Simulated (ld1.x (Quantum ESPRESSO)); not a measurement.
**An all-electron radial function and its pseudo partner (selenium)**

Columns: radius, all-electron u(r) and pseudo u(r) of the 3d shell (level -53.53 eV) of selenium in the configuration [Ar] 3d10 4s1.75 4p4.25; PBE, scalar-relativistic, PAW scheme, ld1.x (Quantum ESPRESSO) 7.5.

| r (bohr) | all-electron | pseudo |
| --- | --- | --- |
| 0.105 | 0.2384 | 0.0656 |
| 0.210 | 0.7507 | 0.4071 |
| 0.315 | 1.1086 | 0.9018 |
| 0.420 | 1.2447 | 1.2090 |
| 0.525 | 1.2252 | 1.2276 |
| 0.630 | 1.1242 | 1.1242 |
| 0.735 | 0.9907 | 0.9907 |
| 0.840 | 0.8517 | 0.8517 |
| 0.945 | 0.7203 | 0.7203 |
| 1.050 | 0.6026 | 0.6026 |
| 1.155 | 0.5003 | 0.5003 |
| 1.260 | 0.4133 | 0.4133 |
| 1.365 | 0.3401 | 0.3401 |
| 1.470 | 0.2791 | 0.2791 |
| 1.575 | 0.2286 | 0.2286 |
| 1.680 | 0.1869 | 0.1869 |
| 1.785 | 0.1525 | 0.1525 |
| 1.890 | 0.1243 | 0.1243 |
| 1.995 | 0.1012 | 0.1012 |
| 2.100 | 0.0823 | 0.0823 |
| 2.205 | 0.0669 | 0.0669 |
| 2.310 | 0.0543 | 0.0543 |
| 2.415 | 0.0441 | 0.0441 |
| 2.520 | 0.0358 | 0.0358 |
| 2.625 | 0.0290 | 0.0290 |
| 2.730 | 0.0236 | 0.0236 |

Problem. How many radial nodes do the two functions have?

Solution. The all-electron 3d function has n − l − 1 = 0; the pseudo-wave has 0.

Problem. At about which radius was the pseudo-wave matched?

Solution. 0.60 bohr, where the columns begin to agree (steps of 0.10 bohr).

Problem. Where does each function peak?

Solution. Outermost all-electron maximum near 0.42 bohr, pseudo maximum near 0.53 bohr (to the table’s step).

Problem. Is the pseudo-wave norm-conserving?

Solution. No, it belongs to a PAW set: the norm inside the radius is not constrained, and the difference is carried by the augmentation charge.
